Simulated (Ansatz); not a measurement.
## Two structures, one formula

The two ends of one reaction step of SiN2H10O2, closed shell (PBE0-D4/def2-TZVP).

A:

```json
{"atom": "Si1", "x (Å)": "-0.3440", "y (Å)": "0.4035", "z (Å)": "-0.8383"}
{"atom": "N2", "x (Å)": "0.1002", "y (Å)": "-1.7317", "z (Å)": "-0.1527"}
{"atom": "H3", "x (Å)": "0.0788", "y (Å)": "-0.2055", "z (Å)": "-2.1280"}
{"atom": "H4", "x (Å)": "-1.6630", "y (Å)": "0.0437", "z (Å)": "-0.2510"}
{"atom": "N5", "x (Å)": "-0.5849", "y (Å)": "2.0516", "z (Å)": "-1.4068"}
{"atom": "H6", "x (Å)": "0.8575", "y (Å)": "-0.1680", "z (Å)": "1.9155"}
{"atom": "O7", "x (Å)": "0.8427", "y (Å)": "0.7001", "z (Å)": "0.3251"}
{"atom": "H8", "x (Å)": "0.1070", "y (Å)": "-1.7798", "z (Å)": "0.8677"}
{"atom": "O9", "x (Å)": "0.7344", "y (Å)": "-0.8811", "z (Å)": "2.5713"}
{"atom": "H10", "x (Å)": "-0.5852", "y (Å)": "-2.3847", "z (Å)": "-0.5131"}
{"atom": "H11", "x (Å)": "1.0146", "y (Å)": "-2.0260", "z (Å)": "-0.4765"}
{"atom": "H12", "x (Å)": "-1.2920", "y (Å)": "2.6403", "z (Å)": "-0.9948"}
{"atom": "H13", "x (Å)": "-0.5166", "y (Å)": "2.2332", "z (Å)": "-2.3950"}
{"atom": "H14", "x (Å)": "1.0948", "y (Å)": "1.6240", "z (Å)": "0.2320"}
{"atom": "H15", "x (Å)": "0.1555", "y (Å)": "-0.5197", "z (Å)": "3.2446"}
```

B:

```
15
angstrom
Si -1.0933 -0.3184 -1.2523
N -0.0236 -1.5709 -0.6595
H -1.5424 -0.5092 -2.6611
H -2.2812 -0.4679 -0.3620
N -0.2499 1.1502 -1.2176
H 0.8864 1.0423 1.7209
O 0.8180 1.9772 1.4384
H 0.5573 -1.0703 1.0378
O 0.8723 -0.7270 1.9061
H -0.4458 -2.4813 -0.5277
H 0.8402 -1.6813 -1.1757
H 0.0942 1.5669 -0.3545
H -0.4029 1.8297 -1.9427
H 1.7105 2.3242 1.4869
H 0.2600 -1.0642 2.5630
```

Program: Ansatz 0.2.0. Basis: def2-TZVPP. Cores are frozen in the correlated methods. B3LYP uses VWN-RPA correlation.

Question: Which structure is lower at CCSD(T), and by how much? (Judge from chemistry; the value comes from the calculation.)

Answer: Computed: A, by 0.200 eV (electronic energy, against the other). By their contacts, A is a complex of SiNH₅O ([NH2][SiH2][OH]) + H₂O + NH₃ and B is a complex of SiN₂H₆ ([NH2][SiH2][NH2]) + H₂O + H₂O.

All methods give the same order:

```json
{"method": "SPW92", "E(B) − E(A) (eV)": "0.217"}
{"method": "PBE-D4", "E(B) − E(A) (eV)": "0.138"}
{"method": "BLYP-D4", "E(B) − E(A) (eV)": "0.101"}
{"method": "r2SCAN-D4", "E(B) − E(A) (eV)": "0.207"}
{"method": "B97M-V", "E(B) − E(A) (eV)": "0.226"}
{"method": "PBE0-D4", "E(B) − E(A) (eV)": "0.156"}
{"method": "B3LYP-D4", "E(B) − E(A) (eV)": "0.116"}
{"method": "r2SCAN0-D4", "E(B) − E(A) (eV)": "0.207"}
{"method": "BHLYP-D4", "E(B) − E(A) (eV)": "0.147"}
{"method": "CAM-B3LYP-D4", "E(B) − E(A) (eV)": "0.140"}
{"method": "wB97X-V", "E(B) − E(A) (eV)": "0.195"}
{"method": "wB97M-V", "E(B) − E(A) (eV)": "0.226"}
{"method": "B2PLYP", "E(B) − E(A) (eV)": "0.143"}
{"method": "PBE-QIDH", "E(B) − E(A) (eV)": "0.196"}
{"method": "RPA on PBE", "E(B) − E(A) (eV)": "0.208"}
{"method": "HF", "E(B) − E(A) (eV)": "0.088"}
{"method": "MP2", "E(B) − E(A) (eV)": "0.200"}
{"method": "CCSD", "E(B) − E(A) (eV)": "0.189"}
{"method": "CCSD(T)", "E(B) − E(A) (eV)": "0.200"}
```

T1 diagnostic: at most 0.011.

Labels in which every atom is bracketed show which atoms are joined, not bond orders.

For scale, one of the runs: CCSD(T)/def2-TZVPP, 306 basis functions, launched by `ansatz run in.yaml --threads 8 --pin off --events-out ev --progress --plain --max-ram 19148MiB`. The run took 4.9 min on 8 CPU threads of an Intel Xeon (shared host), with 11 GiB of host memory at its peak.
